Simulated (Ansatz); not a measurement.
Stepwise reaction of `[SiH3]I` with hydrogen chloride, as a gas-phase model of exchange steps in deposition or etching. ΔE in kJ/mol; ΔG adds harmonic PBE0-D4 terms to CCSD(T)/CBS, at 1 bar.

Program: Ansatz. Geometries: PBE0-D4/def2-TZVP. ΔE: electronic, gas phase. CCSD(T)/CBS adds triple-zeta CCSD(T) − MP2 to the extrapolated MP2 energy (def2 sets, frozen cores). This one scheme is used for every species. Functionals use def2-TZVPP. B3LYP here is the variant with VWN-RPA as its local correlation; programs differ in this. def2 core potentials past Kr. For I outer-core shells are correlated without core-valence functions, which leaves a few kJ/mol of doubt a bond.

```tsv
step	reaction	PBE-D4	B3LYP-D4	ωB97M-V	CCSD(T)/CBS	ΔG(500 K)
1	`[SiH3]I` + HCl → `Cl[SiH2]I` + H₂	-75.0	-73.2	-73.8	-74.1	-71.8
3	`Cl[SiH](Cl)I` + HCl → `Cl[Si](Cl)(Cl)I` + H₂	-72.7	-70.5	-71.4	-69.8	-58.3
```

(1) Give the row of step 2, `Cl[SiH2]I` + HCl → `Cl[SiH](Cl)I` + H₂. (Estimate.)

(2) By hand: ΔE of the 3 steps together at CCSD(T)/CBS.

Results:

(1) Computed: 
```tsv
step	reaction	PBE-D4	B3LYP-D4	ωB97M-V	CCSD(T)/CBS	ΔG(500 K)
2	`Cl[SiH2]I` + HCl → `Cl[SiH](Cl)I` + H₂	-77.8	-75.2	-76.1	-75.4	-68.6
```

(2) (-74.1) + (-75.4) + (-69.8) = -219.3 kJ/mol, or -73.1 kJ/mol a step.

In ΔE step 2 is the lowest and step 3 the highest. All are downhill at CCSD(T)/CBS. ΔG lies between -71.8 and -58.3 kJ/mol a step. PBE-D4 differs from CCSD(T)/CBS by -2.9 to -0.9 kJ/mol a step. Isolated molecules leave out the surface, adducts and barriers. Largest T1 diagnostic: 0.009.
